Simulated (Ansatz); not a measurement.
Molecule: sum formula HPO (charge 0, singlet). SMILES: P=O
Geometry: optimised at B3LYP-D3(BJ)/def2-TZVP (Ansatz, a program for electronic structure).

Property: vertical triplet-singlet gap (E(triplet) - E(singlet); each state is the SCF solution reached for its spin; for the triplet T1 is 0.055; for the singlet the Hartree-Fock reference is unstable and T1 is 0.019), in kJ/mol. Valence correlation only, unless marked. UHF or UKS for open shells. Spin-orbit coupling is left out. Non-relativistic. Basis-set limits of correlation are two-point, X^-3; Hartree-Fock from the larger set.

CCSD(T)/CBS(aug-cc-pV(T+d)Z,aug-cc-pV(Q+d)Z) (Ansatz) gives 177.7 kJ/mol.

Another calculation gave 166.9 kJ/mol. Which level was it?
A) r2SCAN/def2-TZVPD (Ansatz)
B) B2PLYP/def2-TZVPD (Ansatz)
C) PBE/def2-TZVPD (Ansatz)

B, B2PLYP/def2-TZVPD (Ansatz). The others give 146.5 (PBE), 129.4 (r2SCAN) kJ/mol.
